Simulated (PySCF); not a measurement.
**Electric field gradients and quadrupole coupling constants**

Species: C5H10FPS.
Atom-mapped SMILES: `[CH3:1][C@@H:2]1[C@H:3]([F:4])[CH2:5][P@@:6]1([CH3:7])=[S:8]` (hydrogens: H9, H10, H11 on C1; H12 on C2; H13 on C3; H14, H15 on C5; H16, H17, H18 on C7)

Cartesian coordinates in Å at the GFN2-xTB level; atoms count from 1:
```xyz
18
C5H10FPS angstrom
C     -0.8382   -1.5998    0.9198
C     -0.4356   -0.1402    0.9595
C     -1.2343    0.8503    0.0884
F     -1.7452    0.2226   -1.0242
C     -0.0782    1.7725   -0.3217
P      1.1603    0.4525    0.1559
C      1.4139   -0.5592   -1.3493
S      2.7371    0.8618    1.1972
H     -0.0937   -2.2034    1.4356
H     -1.7999   -1.7357    1.4118
H     -0.9273   -1.9498   -0.1056
H     -0.4265    0.2272    1.9916
H     -2.0846    1.3345    0.5787
H      0.0024    2.6454    0.3253
H     -0.1093    2.0893   -1.3624
H      0.4818   -0.6896   -1.8934
H      2.1483   -0.0478   -1.9717
H      1.8202   -1.5243   -1.0472
```

Field gradients from the PBE0/pcSseg-1 density (PySCF, non-relativistic), principal values in atomic units, ordered |Vxx| ≤ |Vyy| ≤ |Vzz|:

```
atom      Vxx      Vyy     Vzz
  S8  -0.8850  -1.3070  2.1919
```

Task: Find the asymmetry η = (Vxx − Vyy)/Vzz and the couplings χ = eQV/h (234.96 MHz × Q in barn × V in au), with Q(33S) = −0.0678 b.

Result: 
```json
{"atom": "S8", "environment": "sulfur bonded to P", "nucleus": "33S", "η": "0.19", "χzz (MHz)": "-34.92", "χxx (MHz)": "14.10", "χyy (MHz)": "20.82"}
```

The tensor is traceless: Vxx + Vyy + Vzz = 0.

Task: What is Vzz at S8 in SI units (1 au = 9.71736 × 10²¹ V/m²)?

Result: 2.1919 au = 21.300 × 10²¹ V/m².

Task: And the gradient at the other heavy atoms, for which no coupling is worked out here?

Result: 
| atom | environment | Vzz (au) | η |
| --- | --- | --- | --- |
| C1 | methyl carbon | 0.100 | 0.25 |
| C2 | sp3 carbon bound to phosphorus | 0.091 | 0.69 |
| C3 | sp3 C–F carbon | 0.522 | 0.08 |
| F4 | alkyl fluorine | 2.981 | 0.01 |
| C5 | sp3 carbon bound to phosphorus | 0.089 | 0.91 |
| P6 | phosphorus bonded to 3 C and S | -0.265 | 0.96 |
| C7 | sp3 carbon bound to phosphorus | 0.114 | 0.14 |

Were the hydrogens deuterons (Q(2H) = 0.00286 b), χzz would run from 195 kHz (H13) to 211 kHz (H15).

The structure is a single GFN2-xTB conformer in the gas phase; no vibrational or solvent corrections. GFN2-xTB bond lengths can be off by several hundredths of an ångström, more for odd bonds, and the gradients follow them. The small basis limits the accuracy of the gradients.
